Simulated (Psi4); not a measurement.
Cl3Sn (SMILES [Cl][Sn]([Cl])[Cl]), doublet, geometry from GFN2-xTB (such geometries of metal compounds can be far from the true shape) (the spin is typed, not shown lowest) (core potentials on Sn); CAM-B3LYP/def2-SVP in Psi4.

Psi4 was given this input:
```
memory 2 GB

molecule {
0 2
Sn    0.08011881    0.38952516    0.24394853
Cl    2.10920530   -0.59452107   -0.61815509
Cl   -0.99467821   -1.32262552    1.56383984
Cl   -1.35017066    0.77148434   -1.66318043
}

set {
  basis def2-svp
  reference uks
  dft_radial_points 99
}

energy('cam-b3lyp')
print_variables()
```

**Question.** Predict the main parts of the log of this Psi4 run.

**Answer.** 
```
   => Loading Basis Set <=

    Name: DEF2-SVP
    Role: ORBITAL
    Keyword: BASIS

    !!!  WARNING: ECP capability is in beta. Please check occupations closely.  !!!

         ---------------------------------------------------------
                                   SCF
               by Justin Turney, Rob Parrish, Andy Simmonett
                          and Daniel G. A. Smith
                              UKS Reference
         ---------------------------------------------------------

  ==> Geometry <==

    Molecular point group: c1
    Full point group: C1

    Geometry (in Angstrom), charge = 0, multiplicity = 2:

       Center              X                  Y                   Z               Mass
    ------------   -----------------  -----------------  -----------------  -----------------
         SN           0.074041482639     0.359978135942     0.225444068237   119.902201630000
         CL           2.103127972639    -0.624068094058    -0.636659551763    34.968852682000
         CL          -1.000755537361    -1.352172544058     1.545335378237    34.968852682000
         CL          -1.356247987361     0.741937315942    -1.681684891763    34.968852682000

  Running in c1 symmetry.

  Rotational constants: A =      0.05460  B =      0.05460  C =      0.03230 [cm^-1]
  Rotational constants: A =   1636.99054  B =   1636.99054  C =    968.30428 [MHz]
  Nuclear repulsion =  364.683524958400653

  Charge       = 0
  Multiplicity = 2
  Electrons    = 73
  Nalpha       = 37
  Nbeta        = 36

  ==> Algorithm <==

  SCF Algorithm Type is DF.
  DIIS enabled.
  MOM disabled.
  Fractional occupation disabled.
  Guess Type is SAD.
  Energy threshold   = 1.00e-06
  Density threshold  = 1.00e-06
  Integral threshold = 1.00e-12

  ==> Primary Basis <==

  Basis Set: DEF2-SVP
    Blend: DEF2-SVP
    Number of shells: 34
    Number of basis functions: 80
    Number of Cartesian functions: 85
    Spherical Harmonics?: true
    Max angular momentum: 2

  Core potential: DEF2-SVP
    Number of shells: 4
    Number of ECP primitives: 18
    Number of ECP core electrons: 28
    Max angular momentum: 3

  ==> DFT Potential <==

   => LibXC <=

    Version 7.1.2
    S. Lehtola, C. Steigemann, M. J. T. Oliveira, and M. A. L. Marques,  SoftwareX 7, 1–5 (2018) (10.1016/j.softx.2017.11.002)

   => Composite Functional: CAM-B3LYP <=

    CAM-B3LYP Hyb-GGA Exchange-Correlation Functional

[...]
      Ntotal   =   73.0000167925 ; deviation = 1.679e-05

   @Spin Contamination Metric:   7.978262340E-03
   @S^2 Expected:                7.500000000E-01
   @S^2 Observed:                7.579782623E-01
   @S   Expected:                5.000000000E-01
   @S   Observed:                5.000000000E-01

    Orbital Energies [Eh]
    ---------------------

    Alpha Occupied:

[...]
      37A     -0.333757

    Alpha Virtual:

[...]
      80A     51.489301

    Beta Occupied:

[...]
    Beta Virtual:

[...]
    Final Occupation by Irrep:
              A
    DOCC [    36 ]
    SOCC [     1 ]
    NA   [    37 ]
    NB   [    36 ]

  @DF-UKS Final Energy: -1594.58790500026953

   => Energetics <=

    Nuclear Repulsion Energy =            364.6835249584006533
    One-Electron Energy =               -3009.6892971792894969
    Two-Electron Energy =                1128.4673992758062013
    DFT Exchange-Correlation Energy =     -78.0495320551867025
    Empirical Dispersion Energy =           0.0000000000000000
    VV10 Nonlocal Energy =                  0.0000000000000000
    Total Energy =                      -1594.5879050002695294

  UHF NO Occupations:
  HONO-2 :   35  A 1.9988558
  HONO-1 :   36  A 1.9984350
  HONO-0 :   37  A 1.0000000
  LUNO+0 :   38  A 0.0015650
  LUNO+1 :   39  A 0.0011442
  LUNO+2 :   40  A 0.0011436
  LUNO+3 :   41  A 0.0000356

Computation Completed

Properties will be evaluated at   0.000000,   0.000000,   0.000000 [a0]

Properties computed using the SCF density matrix

 Multipole Moments:

 ------------------------------------------------------------------------------------
     Multipole            Electronic (a.u.)      Nuclear  (a.u.)        Total (a.u.)
 ------------------------------------------------------------------------------------

 L = 1.  Multiply by 2.5417464519 to convert [e a0] to [Debye]
 Dipole X            :          5.2502686           -5.0776407            0.1726279
 Dipole Y            :         25.5259655          -24.6866971            0.8392685
 Dipole Z            :         15.9862452          -15.4605762            0.5256689
 Magnitude           :                                                    1.0052362

 ------------------------------------------------------------------------------------

  Variable Map:
  ----------------------------------------------------------------------------
[...]
  Array Variable Map:
  ----------------------------------------------------------------------------
[...]
[...]
```
